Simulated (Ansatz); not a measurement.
Geometry optimisation, Ansatz, RKS B3LYP-D4/def2-SVP.

Input file:

```yaml
crystal:
  periodic: [false, false, false]
  atoms:
    - { symbol: Ta, position_ang: [0.029426, 0.15476, 0.024265] }
    - { symbol: "N", position_ang: [2.121938, 0.187022, 0.143106] }
    - { symbol: H, position_ang: [2.620479, 0.507365, 0.97092] }
    - { symbol: H, position_ang: [2.719571, 0.13578, -0.679383] }
    - { symbol: F, position_ang: [0.122473, 0.466751, 1.883632] }
    - { symbol: F, position_ang: [0.355382, -0.343902, -1.768338] }
    - { symbol: F, position_ang: [-0.747968, 1.796278, -0.388706] }
    - { symbol: F, position_ang: [-1.204183, -1.237428, 0.245696] }
    - { symbol: Cl, position_ang: [1.47955, -3.07189, 1.007423] }
    - { symbol: H, position_ang: [2.212131, -1.995137, 0.700886] }
basis:
  gaussian: { orbitals: def2-SVP }
hamiltonian:
  xc: b3lyp
  dispersion: d4
relax:
  f_tol: 0.03
  max_steps: 50
```

Command:

```bash
$ ansatz run input.yaml --threads 4 --pin off --max-ram 5120MiB --backend cpu --events-out ev --progress --plain --runs-dir out
```

Problem. Where does it end, and by what steps?

Solution. The run converged. After 9 steps the energy has fallen by 0.169 eV; Cl9 moved furthest, 0.46 Å.

| step | energy less start (eV) | largest force component (eV/Å) | accepted |
| --- | --- | --- | --- |
| 0 | 0.0000 | 1.887 | yes |
| 1 | -0.1088 | 0.986 | yes |
| 2 | -0.1314 | 0.804 | yes |
| 3 | -0.1379 | 0.683 | yes |
| 4 | -0.1587 | 0.148 | yes |
| 5 | -0.1640 | 0.234 | yes |
| 6 | -0.1676 | 0.073 | yes |
| 7 | -0.1684 | 0.074 | yes |
| 8 | -0.1687 | 0.075 | yes |
| 9 | -0.1689 | 0.006 | yes |

```xyz
10
Properties=species:S:1:pos:R:3
Ta 0.017 0.246 0.005
N 1.987 0.054 0.185
H 2.493 0.350 1.019
H 2.604 -0.048 -0.620
F 0.060 0.679 1.846
F 0.308 -0.205 -1.809
F -0.698 1.918 -0.448
F -1.086 -1.239 0.290
Cl 1.919 -3.205 0.985
H 2.106 -1.950 0.685
```

Whether the end is a true minimum wasn't checked by a vibrational analysis.

Run time: 18 s on 4 threads of Intel(R) Xeon(R) 6975P-C (Granite Rapids), on a shared host, peak memory 0.43 GiB.
